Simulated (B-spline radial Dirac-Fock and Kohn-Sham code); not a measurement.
**Rb 4p1/2: cross section and angular parameters**

System: neutral rubidium in the configuration [Kr] 5s1; threshold 20.22 eV (orbital energy of the model). These are calculated numbers from a radial B-spline solver; the model is Dirac-Hartree-Slater photoionisation with a Latter tail; cross sections with all multipoles, angular parameters from the dipole term and its interference with E2.

For linearly polarised light dσ/dΩ = σ/(4π) [1 + β P₂(cos θ) + (δ + γ cos²θ) sin θ cos φ], with θ from the polarisation vector and φ the angle between the beam and the projection of the electron momentum on the plane normal to the polarisation.

```csv
hν (eV),σ (kb),β,γ,δ
52.5,341,1.232,0.307,-0.024
60,209,0.706,0.288,-0.023
80,106,-0.131,0.028,0.005
114,80.8,0.297,-0.003,0.027
120,?,?,?,?
126,77.1,0.495,0.042,0.026
203,58.1,1.186,0.179,0.010
287,41.7,1.446,0.143,0.002
400,27.9,1.582,0.061,-0.001
464,22.7,1.619,0.026,-0.001
499,20.5,1.632,0.012,-0.001
800,9.62,1.669,-0.018,0.000
827,9.08,1.669,-0.016,0.000
961,6.92,1.664,0.005,0.001
1300,3.85,1.637,0.091,0.003
1486.9,2.91,1.618,0.146,0.005
1580,2.56,1.608,0.174,0.006
2330,1.06,1.529,0.394,0.014
2360,1.03,1.526,0.403,0.014
3160,0.505,1.448,0.606,0.025
3810,0.312,1.391,0.747,0.034
4370,0.217,1.346,0.855,0.043
5570,0.111,1.260,1.048,0.063
6000,0.0904,1.232,1.107,0.070
6660,0.0671,1.192,1.190,0.081
8047.8,0.0386,1.117,1.340,0.105
8630,0.0313,1.088,1.395,0.114
9251.7,0.0254,1.060,1.448,0.125
13300,0.00828,0.906,1.716,0.190
15000,0.00565,0.854,1.800,0.216
```

Q: Give the values at 120 eV.

A: σ = 78.9 kb, β = 0.399, γ = 0.019, δ = 0.026.
